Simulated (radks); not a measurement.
Values are calculated unless marked as measured or tabulated.
Spherical quantum dot in the effective-mass picture: electrons in a parabolic well V = omega^2 r^2 / 2 with omega = 0.359, with a point charge +1 (a donor) at the centre, all in effective atomic units (hartree* = m*/eps^2 hartree, bohr* = eps/m* bohr), one dielectric constant everywhere. Level of theory: non-relativistic Kohn-Sham, LDA (Slater exchange, Perdew-Wang correlation), spin-polarised, spherical densities (a radial shooting solver with Libxc functionals). Levels are named by radial order and angular momentum (1s, 1p, 1d, 2s, ...), and open shells are averaged over m. Results are scaled to m* = 0.057 and eps = 6.3, for which hartree* = 39.08 meV and bohr* = 5.849 nm.

N = 7, configuration 1s2 1p(up 3, down 2). This is the lowest configuration that the search found. Occupied and some empty levels:

| level | occupation | eigenvalue (meV) | <r> (nm) |
|---|---|---|---|
| 1s up | 1 | 82.535 | 10.63 |
| 1s down | 1 | 83.079 | 10.51 |
| 1p up | 3 | 95.615 | 17.64 |
| 1p down | 2 | 96.323 | 17.70 |
| 2s up | 0 | 101.00 | 17.43 |
| 2s down | 0 | 101.46 | 17.56 |
| 1d up | 0 | 105.39 | 20.59 |
| 1d down | 0 | 106.03 | 20.69 |
| 1f up | 0 | 115.73 | 22.85 |
| 1f down | 0 | 116.27 | 22.95 |

Energy (meV): total 346.546, kinetic 88.076, external 9.9023, Hartree 320.39, exchange-correlation -71.826.

Electron density:

| r (nm) | n(r) (e/nm^3) |
|---|---|
| 1.52 | 0.001224 |
| 3.22 | 0.0007354 |
| 4.92 | 0.0004800 |
| 6.61 | 0.0003450 |
| 8.32 | 0.0002710 |
| 10.0 | 0.0002273 |
| 11.7 | 0.0001967 |
| 13.4 | 0.0001705 |
| 15.1 | 0.0001445 |
| 16.8 | 0.0001180 |
| 18.5 | 0.00009169 |
| 20.2 | 0.00006731 |
| 21.9 | 0.00004642 |
| 23.6 | 0.00002992 |
| 25.3 | 0.00001803 |
| 27.0 | 0.00001014 |
| 28.7 | 5.310e-06 |
| 30.4 | 2.588e-06 |
| 32.1 | 1.178e-06 |
| 33.8 | 5.003e-07 |
